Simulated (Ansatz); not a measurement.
CdBr2, SMILES [Cd]([Br])[Br].

The structure is a stationary point at B3LYP-D3(BJ)/def2-SVP. The structure was generated by enumeration; whether it is a known compound was not checked. The def2 effective core potentials stand for the cores of Cd; spin–orbit coupling is left out.

Two levels are set side by side: PBE/def2-SVPD (Ansatz, an electronic-structure program) and CAM-B3LYP/def2-SVPD (Ansatz). Energy differences of separate SCF runs at the same geometry; the states with an electron removed or added have multiplicity 2 and 2. Differences are taken from unrounded values.

| quantity | CAM-B3LYP |
|---|---|
| vertical ionisation energy (eV) | 10.73 |
| vertical electron affinity (eV) | 0.88 |
| vertical singlet–triplet gap (eV) | 4.68 |

Question: What does PBE give, and how far is it from CAM-B3LYP? (Estimate from the structure and the level; the computed values follow.)

Answer: 
```json
[
 {"quantity": "vertical ionisation energy (eV)", "PBE": "9.99", "PBE minus CAM-B3LYP": "-0.74"},
 {"quantity": "vertical electron affinity (eV)", "PBE": "0.93", "PBE minus CAM-B3LYP": "0.05"},
 {"quantity": "vertical singlet–triplet gap (eV)", "PBE": "3.91", "PBE minus CAM-B3LYP": "-0.76"}
]
```
